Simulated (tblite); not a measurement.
Compound: C4H10N2SSi.
Atom-mapped SMILES: `[CH3:1][C@@H:2]([CH2:3][C:4]#[N:5])[NH:6][SiH2:7][SH:8]` (hydrogens: H9, H10, H11 on C1; H12 on C2; H13, H14 on C3; H15 on N6; H16, H17 on Si7; H18 on S8)

Computed with GFN2-xTB (tblite), gas phase: L-BFGS steps from a force-field or distance-geometry start until the largest atomic force falls under 0.01 eV/Å.

Step 25: E = -666.7769 eV
```
atom  x, y, z in Å  |  force x, y, z in eV/Å
C1     -0.7486   -1.5123   -0.6471   -0.003  -0.001   0.001
C2     -0.4696   -0.0337   -0.3882   -0.020   0.010  -0.009
C3     -1.6490    0.6238    0.3562    0.003   0.008   0.017
C4     -2.8489    0.6323   -0.4367   -0.029  -0.003  -0.028
N5     -3.8006    0.6378   -1.0700    0.030  -0.008   0.000
N6      0.7339    0.1719    0.3814   -0.001  -0.010   0.004
Si7     2.3013    0.2294   -0.3098   -0.016   0.010  -0.007
S8      3.6066    0.6901    1.3313    0.029   0.008  -0.001
H9      0.0796   -1.9507   -1.1986   -0.007  -0.009   0.004
H10    -0.8620   -2.0479    0.2939    0.002  -0.007   0.004
H11    -1.6602   -1.6294   -1.2277   -0.010  -0.005  -0.006
H12    -0.3285    0.4753   -1.3471    0.014   0.004  -0.005
H13    -1.8508    0.0817    1.2851    0.008  -0.007   0.008
H14    -1.3910    1.6566    0.6055    0.008   0.011   0.000
H15     0.6479   -0.2103    1.3144    0.006  -0.008   0.011
H16     2.8753   -0.9966   -0.8589   -0.021   0.033   0.000
H17     2.2955    1.3332   -1.2624    0.010  -0.019   0.003
H18     3.0601    1.8552    1.6405   -0.003  -0.008   0.004
```

Step 26: E = -666.7770 eV
```
atom  x, y, z in Å  |  force x, y, z in eV/Å
C1     -0.7490   -1.5130   -0.6472   -0.005   0.013   0.002
C2     -0.4693   -0.0341   -0.3880   -0.016   0.011  -0.002
C3     -1.6490    0.6240    0.3562   -0.001   0.005   0.009
C4     -2.8490    0.6318   -0.4375    0.006   0.001  -0.003
N5     -3.8001    0.6370   -1.0714    0.015  -0.009  -0.010
N6      0.7344    0.1715    0.3820   -0.014  -0.011   0.000
Si7     2.3012    0.2303   -0.3103   -0.018   0.008   0.011
S8      3.6075    0.6906    1.3304    0.027   0.007  -0.004
H9      0.0792   -1.9513   -1.1991   -0.016  -0.008   0.008
H10    -0.8627   -2.0486    0.2942    0.003  -0.003  -0.008
H11    -1.6612   -1.6282   -1.2279    0.002  -0.010   0.001
H12    -0.3279    0.4751   -1.3468    0.014   0.000  -0.001
H13    -1.8501    0.0820    1.2854    0.003  -0.007   0.005
H14    -1.3903    1.6567    0.6058    0.002   0.006  -0.006
H15     0.6486   -0.2099    1.3154    0.006  -0.007   0.004
H16     2.8738   -0.9959   -0.8586   -0.014   0.023  -0.006
H17     2.2948    1.3335   -1.2626    0.010  -0.010  -0.005
H18     3.0604    1.8548    1.6416   -0.003  -0.007   0.004
```

Step 27: E = -666.7771 eV
```
atom  x, y, z in Å  |  force x, y, z in eV/Å
C1     -0.7495   -1.5134   -0.6472   -0.008   0.019   0.002
C2     -0.4695   -0.0343   -0.3878   -0.007   0.007   0.005
C3     -1.6490    0.6242    0.3564   -0.005   0.002   0.000
C4     -2.8490    0.6314   -0.4382    0.036   0.004   0.021
N5     -3.7994    0.6362   -1.0729   -0.001  -0.009  -0.020
N6      0.7345    0.1709    0.3825   -0.023  -0.011   0.002
Si7     2.3007    0.2313   -0.3105   -0.013   0.005   0.027
S8      3.6090    0.6911    1.3295    0.020   0.007  -0.010
H9      0.0785   -1.9519   -1.1994   -0.020  -0.006   0.011
H10    -0.8633   -2.0493    0.2943    0.002   0.001  -0.016
H11    -1.6621   -1.6273   -1.2280    0.010  -0.013   0.006
H12    -0.3271    0.4750   -1.3466    0.010  -0.003   0.003
H13    -1.8494    0.0821    1.2858   -0.001  -0.004   0.001
H14    -1.3896    1.6569    0.6060   -0.003   0.001  -0.009
H15     0.6492   -0.2095    1.3165    0.003  -0.006  -0.005
H16     2.8724   -0.9947   -0.8585   -0.007   0.012  -0.012
H17     2.2943    1.3335   -1.2629    0.009   0.001  -0.011
H18     3.0605    1.8542    1.6427   -0.003  -0.007   0.004
```

Step 28: E = -666.7773 eV
```
atom  x, y, z in Å  |  force x, y, z in eV/Å
C1     -0.7504   -1.5137   -0.6471   -0.010   0.020   0.002
C2     -0.4698   -0.0345   -0.3875    0.006   0.000   0.012
C3     -1.6489    0.6246    0.3568   -0.007  -0.002  -0.009
C4     -2.8486    0.6308   -0.4390    0.057   0.007   0.039
N5     -3.7979    0.6348   -1.0752   -0.013  -0.009  -0.027
N6      0.7342    0.1700    0.3833   -0.023  -0.004   0.003
Si7     2.2997    0.2327   -0.3104   -0.004   0.004   0.039
S8      3.6113    0.6920    1.3278    0.010   0.006  -0.016
H9      0.0772   -1.9529   -1.1996   -0.021  -0.002   0.010
H10    -0.8641   -2.0503    0.2941    0.000   0.007  -0.019
H11    -1.6633   -1.6263   -1.2280    0.013  -0.016   0.010
H12    -0.3256    0.4747   -1.3462    0.004  -0.005   0.006
H13    -1.8485    0.0822    1.2863   -0.005   0.000  -0.002
H14    -1.3887    1.6572    0.6060   -0.009  -0.002  -0.010
H15     0.6500   -0.2091    1.3181   -0.003  -0.007  -0.009
H16     2.8702   -0.9929   -0.8585    0.000  -0.001  -0.018
H17     2.2937    1.3336   -1.2635    0.006   0.011  -0.016
H18     3.0608    1.8533    1.6443   -0.002  -0.007   0.005
```

Q: Estimate the geometry and energy of step 29. (The exact step hangs on the optimiser's Hessian estimate; all steps are aligned on step 28, rigid shifts and turns removed.)

A: E = -666.7775 eV, largest force 0.067 eV/Å
```
atom  x, y, z in Å  |  force x, y, z in eV/Å
C1     -0.7518   -1.5136   -0.6470   -0.009   0.013   0.001
C2     -0.4701   -0.0349   -0.3868    0.019  -0.006   0.014
C3     -1.6487    0.6249    0.3572   -0.006  -0.004  -0.013
C4     -2.8476    0.6301   -0.4397    0.054   0.010   0.039
N5     -3.7953    0.6328   -1.0782   -0.013  -0.009  -0.025
N6      0.7335    0.1687    0.3845   -0.014   0.005   0.011
Si7     2.2982    0.2346   -0.3097    0.011   0.002   0.035
S8      3.6145    0.6933    1.3251    0.001   0.007  -0.018
H9      0.0749   -1.9541   -1.1996   -0.016   0.003   0.006
H10    -0.8652   -2.0514    0.2935   -0.005   0.010  -0.014
H11    -1.6647   -1.6250   -1.2279    0.010  -0.018   0.010
H12    -0.3235    0.4741   -1.3453   -0.005  -0.004   0.008
H13    -1.8476    0.0822    1.2867   -0.009   0.005  -0.003
H14    -1.3878    1.6576    0.6055   -0.014  -0.004  -0.009
H15     0.6506   -0.2083    1.3201   -0.011  -0.010  -0.013
H16     2.8677   -0.9905   -0.8589    0.004  -0.010  -0.021
H17     2.2929    1.3341   -1.2645    0.002   0.015  -0.013
H18     3.0612    1.8519    1.6466    0.000  -0.006   0.005
```

The energy changes by -0.0002 eV. The first-order estimate −F·Δx gives -0.0003 eV and the mean of the old and new forces, exact on a quadratic surface, -0.0002 eV. The step makes an angle of 74° with the force vector and moves no atom by more than 0.004 Å.

The cost below is that of the whole relaxation. The run took 1.1 s on Arm Neoverse N1, one thread (shared host).
